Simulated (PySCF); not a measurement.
**Polarisability and C₆ of Ar³⁺ (argon, charge +3)**

[Ne] 3s2 3p3, high-spin 4S determinant. Calculation: PySCF 2.14, in aug-cc-pV(Q+d)Z with one added diffuse shell each of s, p, d, f, g type (8s7p6d4f3g, 114 functions); no relativity, point nucleus. Coupled (time-dependent) response in atomic units; α is the mean over directions.

```
 method  mean α (bohr³)  C₆ (like pair)  S(−4)
    UHF           3.711           10.08  5.044
    PBE           3.601           9.773  4.275
   PBE0           3.612           9.798  4.370
r2SCANh           3.634           10.09  4.349
r2SCAN0           3.637           10.04  4.409
```

S(−4) is the Cauchy moment in α(ω) = α(0) + S(−4) ω² + …

α(iu) at r2SCANh:

```json
{"u (hartree)": "0", "α(iu) (bohr³)": "3.634"}
{"u (hartree)": "0.0500", "α(iu) (bohr³)": "3.623"}
{"u (hartree)": "0.100", "α(iu) (bohr³)": "3.592"}
{"u (hartree)": "0.200", "α(iu) (bohr³)": "3.472"}
{"u (hartree)": "0.300", "α(iu) (bohr³)": "3.296"}
{"u (hartree)": "0.500", "α(iu) (bohr³)": "2.861"}
{"u (hartree)": "0.750", "α(iu) (bohr³)": "2.305"}
{"u (hartree)": "1.00", "α(iu) (bohr³)": "1.830"}
{"u (hartree)": "1.50", "α(iu) (bohr³)": "1.176"}
{"u (hartree)": "2.00", "α(iu) (bohr³)": "0.8009"}
{"u (hartree)": "3.00", "α(iu) (bohr³)": "0.4391"}
{"u (hartree)": "5.00", "α(iu) (bohr³)": "0.1993"}
```

A single London oscillator, α(iu) = α/(1 + u²/ω²), gives C₆ = (3/4) ω α². Matching the computed C₆ needs ω = 4 × 10.09 / (3 × 3.634²) = 1.02 hartree.

For an ion, C₆ is the dispersion term alone; charge-induced terms of lower order in 1/R come first.
